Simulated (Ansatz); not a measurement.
Cartesian coordinates in Å:
```
C -1.9928 -0.9629 1.5493
C -1.1586 -0.2181 1.0795
Al 0.1124 1.0706 0.4433
C 1.2781 0.5330 -1.0381
H -2.7240 -1.6242 1.9566
H 1.8511 -0.3515 -0.7392
H 0.6586 0.2447 -1.8942
H 1.9752 1.3084 -1.3572
```

The species carries charge 0 and has multiplicity 2.

List the ωB97M-V/def2-TZVPP orbital energies in eV (Ansatz 0.2.0). (Estimate.)

The calculation gave: α occupied: -1532.25, -281.42, -280.80, -280.80, -116.81, -76.44, -76.39, -76.24, -23.35, -21.81, -17.59, -14.60, -13.60, -13.59, -11.30, -10.47, -10.45, -7.04. α empty: 0.09, 1.84, 2.68, 3.23, 3.27, 3.64, 4.20, 4.61. β occupied: -1532.18, -281.40, -280.77, -280.74, -116.71, -76.37, -76.20, -76.16, -23.30, -21.69, -17.53, -14.31, -13.53, -13.47, -10.88, -10.41, -10.29. β empty: -0.62, 0.34, 2.02, 2.79, 3.37, 3.40, 3.66, 4.51. ⟨S²⟩ = 0.751.
